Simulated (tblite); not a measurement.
Species: C₄H₁₅FSi₃.
Numbering: `[CH3:1][CH2:2][Si@H:3]([CH2:4][F:5])[CH2:6][SiH2:7][SiH3:8]` (hydrogens: H9, H10, H11 on C1; H12, H13 on C2; H14 on Si3; H15, H16 on C4; H17, H18 on C6; H19, H20 on Si7; H21, H22, H23 on Si8)

Computed with GFN2-xTB (tblite), gas phase: L-BFGS steps from a force-field or distance-geometry start until the largest atomic force falls under 0.01 eV/Å.

Step 27: E = -710.0141 eV
```
atom  x, y, z in Å  |  force x, y, z in eV/Å
C1     -3.0116   -1.7719    0.1132    0.056   0.055  -0.023
C2     -2.4548   -0.4600   -0.4373   -0.005   0.026  -0.005
Si3    -0.9701    0.2229    0.5533   -0.037  -0.026  -0.011
C4     -1.0273    2.1444    0.5008   -0.007  -0.022  -0.022
F5     -0.8838    2.6186   -0.7900    0.010  -0.047  -0.026
C6      0.6857   -0.4292   -0.1211   -0.028   0.024   0.002
Si7     2.1744    0.7722   -0.1411    0.097  -0.053   0.029
Si8     4.1438   -0.4329   -0.0117    0.014  -0.025   0.006
H9     -2.2588   -2.5555    0.0705    0.009   0.006   0.006
H10    -3.3178   -1.6552    1.1502   -0.004   0.004  -0.027
H11    -3.8747   -2.0964   -0.4658    0.012  -0.002   0.010
H12    -2.1617   -0.6118   -1.4784   -0.011  -0.006   0.010
H13    -3.2547    0.2823   -0.4577   -0.027  -0.017   0.030
H14    -1.1056   -0.1067    1.9843   -0.002   0.015   0.013
H15    -1.9725    2.5498    0.8672   -0.014   0.011   0.017
H16    -0.2129    2.5846    1.0773   -0.018   0.032   0.015
H17     0.5421   -0.7734   -1.1455   -0.021  -0.029  -0.022
H18     0.9512   -1.3172    0.4525    0.017  -0.015   0.007
H19     2.0852    1.6590    1.0282   -0.031   0.036   0.047
H20     2.0376    1.6207   -1.3270    0.008   0.026  -0.018
H21     4.7870   -0.7341   -1.2933   -0.035   0.002  -0.024
H22     5.1705    0.2460    0.7838   -0.010   0.012   0.003
H23     3.9241   -1.7293    0.6436    0.024  -0.008  -0.017
```

Step 28: E = -710.0151 eV
```
atom  x, y, z in Å  |  force x, y, z in eV/Å
C1     -3.0125   -1.7724    0.1126    0.046   0.035  -0.020
C2     -2.4570   -0.4608   -0.4361    0.013   0.053  -0.007
Si3    -0.9720    0.2228    0.5523    0.008  -0.007   0.012
C4     -1.0292    2.1455    0.4993   -0.007  -0.027  -0.006
F5     -0.8838    2.6174   -0.7924    0.002  -0.042  -0.005
C6      0.6862   -0.4295   -0.1201   -0.022   0.019  -0.002
Si7     2.1783    0.7706   -0.1389    0.041  -0.044   0.023
Si8     4.1453   -0.4337   -0.0127    0.020  -0.026   0.006
H9     -2.2585   -2.5540    0.0707    0.021  -0.012   0.011
H10    -3.3207   -1.6558    1.1489   -0.005   0.000  -0.023
H11    -3.8736   -2.0992   -0.4681    0.007   0.001   0.010
H12    -2.1639   -0.6089   -1.4773   -0.015  -0.014  -0.006
H13    -3.2563    0.2812   -0.4529   -0.045   0.000   0.022
H14    -1.1071   -0.1044    1.9843   -0.003   0.014   0.008
H15    -1.9752    2.5503    0.8663   -0.004   0.005  -0.009
H16    -0.2171    2.5888    1.0781   -0.021   0.013  -0.006
H17     0.5426   -0.7728   -1.1457   -0.013  -0.024   0.005
H18     0.9520   -1.3185    0.4538    0.002   0.012  -0.013
H19     2.0894    1.6577    1.0308   -0.033   0.032   0.040
H20     2.0443    1.6192   -1.3257    0.006   0.022  -0.009
H21     4.7870   -0.7341   -1.2941   -0.026  -0.001  -0.039
H22     5.1705    0.2473    0.7816    0.004   0.015   0.012
H23     3.9266   -1.7297    0.6412    0.024  -0.025  -0.005
```

Step 29: E = -710.0158 eV
```
atom  x, y, z in Å  |  force x, y, z in eV/Å
C1     -3.0123   -1.7720    0.1118    0.026   0.007  -0.012
C2     -2.4582   -0.4604   -0.4354    0.016   0.056  -0.008
Si3    -0.9732    0.2225    0.5519    0.038   0.012   0.027
C4     -1.0305    2.1458    0.4982   -0.007  -0.020   0.010
F5     -0.8837    2.6157   -0.7942   -0.004  -0.039   0.008
C6      0.6861   -0.4294   -0.1195   -0.005   0.009  -0.006
Si7     2.1818    0.7688   -0.1369   -0.015  -0.013   0.015
Si8     4.1469   -0.4348   -0.0132    0.026  -0.022   0.003
H9     -2.2579   -2.5531    0.0711    0.028  -0.016   0.012
H10    -3.3227   -1.6562    1.1475   -0.002   0.000  -0.017
H11    -3.8725   -2.1008   -0.4694    0.010   0.006   0.008
H12    -2.1656   -0.6073   -1.4766   -0.016  -0.011  -0.019
H13    -3.2581    0.2804   -0.4493   -0.051   0.012   0.013
H14    -1.1082   -0.1027    1.9845   -0.003   0.011   0.007
H15    -1.9770    2.5506    0.8657    0.003  -0.001  -0.028
H16    -0.2203    2.5918    1.0785   -0.021  -0.001  -0.020
H17     0.5426   -0.7729   -1.1458   -0.007  -0.016   0.024
H18     0.9525   -1.3191    0.4545   -0.009   0.028  -0.024
H19     2.0914    1.6574    1.0333   -0.031   0.016   0.021
H20     2.0489    1.6185   -1.3249    0.007   0.008   0.011
H21     4.7863   -0.7339   -1.2955   -0.020  -0.003  -0.045
H22     5.1704    0.2485    0.7803    0.013   0.014   0.016
H23     3.9286   -1.7304    0.6395    0.024  -0.040   0.003
```

Task: Estimate the geometry and energy of step 30. (The exact step hangs on the optimiser's Hessian estimate; all steps are aligned on step 29, rigid shifts and turns removed.)

Result: E = -710.0165 eV, largest force 0.065 eV/Å
```
atom  x, y, z in Å  |  force x, y, z in eV/Å
C1     -3.0114   -1.7714    0.1108    0.005  -0.019  -0.001
C2     -2.4591   -0.4589   -0.4349    0.010   0.040  -0.007
Si3    -0.9737    0.2225    0.5519    0.048   0.025   0.033
C4     -1.0320    2.1456    0.4971   -0.006  -0.006   0.021
F5     -0.8836    2.6132   -0.7959   -0.009  -0.034   0.014
C6      0.6859   -0.4290   -0.1190    0.013  -0.001  -0.009
Si7     2.1851    0.7668   -0.1346   -0.059   0.026   0.008
Si8     4.1490   -0.4365   -0.0136    0.027  -0.017   0.001
H9     -2.2566   -2.5524    0.0717    0.029  -0.009   0.010
H10    -3.3246   -1.6565    1.1458    0.004   0.002  -0.011
H11    -3.8711   -2.1022   -0.4706    0.019   0.013   0.004
H12    -2.1677   -0.6058   -1.4763   -0.018   0.002  -0.024
H13    -3.2610    0.2797   -0.4453   -0.042   0.019   0.003
H14    -1.1094   -0.1007    1.9848   -0.003   0.007   0.009
H15    -1.9788    2.5508    0.8645    0.003  -0.007  -0.043
H16    -0.2241    2.5948    1.0785   -0.015  -0.012  -0.027
H17     0.5423   -0.7734   -1.1454   -0.003  -0.007   0.033
H18     0.9528   -1.3192    0.4548   -0.017   0.035  -0.026
H19     2.0928    1.6574    1.0362   -0.027  -0.005  -0.002
H20     2.0538    1.6180   -1.3238    0.009  -0.008   0.035
H21     4.7851   -0.7338   -1.2979   -0.015  -0.004  -0.043
H22     5.1705    0.2500    0.7793    0.020   0.009   0.016
H23     3.9311   -1.7320    0.6379    0.027  -0.049   0.009
```

The energy changes by -0.0008 eV. The first-order estimate −F·Δx gives -0.0010 eV and the mean of the old and new forces, exact on a quadratic surface, -0.0007 eV. The step makes an angle of 64° with the force vector and moves no atom by more than 0.005 Å.

What follows is the cost of the whole relaxation. Time: 1.4 s of wall time. Hardware: one thread of an Arm Neoverse V2, shared host with 96 logical CPUs at a one-minute load of 34.
